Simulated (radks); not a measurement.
Valence configurations of neutral manganese (all share [Ar]). Calculated with a radial shooting solver on a logarithmic mesh with Libxc functionals: scalar-relativistic Kohn-Sham, PBE, spin-unpolarised, spherical densities, point nucleus. Energies are relative to 3d5 4s2; eigenvalues in eV.

valence          E (eV)    e(3d)   e(4p)   e(4s)
3d5 4s2           0.000   -6.771       -  -5.107
3d7               1.149   -1.498       -       -
3d6 4s1          -0.358   -3.374       -  -4.133
3d5 4p2           7.930   -9.696  -2.728       -
3d6 4s0.5 4p0.5   1.275   -4.168  -1.361  -4.695
3d5.5 4s1.5      -0.482   -4.891       -  -4.583
3d5 4s1 4p1       3.858   -8.334  -2.119  -6.094
3d4.5 4s2 4p0.5   3.278   -9.782  -2.024  -6.179
3d3.5 4s2 4p1.5  13.687  -16.397  -3.196  -8.153
3d3.5 4s1.5 4p2  16.185  -17.053  -3.473  -8.510

NIST lists [Ar] 3d5 4s2 as the ground configuration; this level of theory puts 3d5.5 4s1.5 lower, by 0.482 eV. The energies are those of spherical spin-averaged densities, not of single terms.
